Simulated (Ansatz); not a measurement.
Members of the series GeXY, Y = fluoro; each row names its spin state. Gas-phase values, no solvent. One relaxed conformer stands for each flexible species; it need not be the lowest. Strings in code marks are SMILES.

Quantity: adiabatic spin-state energy, in kcal/mol. HF references are unrestricted for open shells and restricted for singlets. The restricted reference of `O=[CH][Ge][F]` is unstable towards unrestricted orbitals.

Case: `O=[CH][Ge][F]`: multiplicity 3 minus multiplicity 1. The other species in the difference include `[CH](=O)[Ge][F]` (O–C–Ge–F torsion 176°) (neutral, multiplicity 1). Geometry of `O=[CH][Ge][F]` (neutral, multiplicity 3, Å):

```xyz
5

O     -1.8262    -0.5716     0.1974
C     -0.7478    -0.1143    -0.0463
Ge     1.0772    -0.5531     0.8292
F      2.0111     0.5857    -0.1711
H     -0.5143     0.6533    -0.8092
```

Q: What adiabatic spin-state energy does frozen-core CCSD(T)/cc-pVTZ // B3LYP-D3(BJ)/def2-TZVP (Ansatz, an electronic-structure program) give?

A: 25.9 kcal/mol.
